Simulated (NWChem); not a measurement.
Species: CH$_{6}$BClOSi; SMILES COB([SiH3])Cl

```xyz
11

B     -0.1602     0.1972    -0.0014
Cl    -0.1761     1.9762     0.0003
O     -1.3729    -0.3964    -0.0011
C     -1.5795    -1.8015     0.0008
H     -0.6258    -2.3719     0.0087
H     -2.1702    -2.0767     0.8976
H     -2.1582    -2.0816    -0.9023
Si     1.6350    -0.7794    -0.0001
H      2.7839     0.1883    -0.0258
H      1.7589    -1.6963    -1.1937
H      1.7755    -1.6520     1.2245
```
Atoms are numbered in this order, from 1.

Program: NWChem. Medium grid unless said otherwise, to which SCAN and Minnesota functionals are sensitive. Geometry: optimised at PBE-D3(BJ)/def2-SVP.

Problem. Order these by “highest occupied level (eV)”, lowest first: PBE/def2-SVP; LC-BLYP (range parameter 0.33 per bohr)/def2-SVP; MN15-L/def2-SVP; B3LYP/def2-SVP.

Solution. LC-BLYP (range parameter 0.33 per bohr)/def2-SVP (-10.18), B3LYP/def2-SVP (-7.75), MN15-L/def2-SVP (-7.33), PBE/def2-SVP (-6.69)
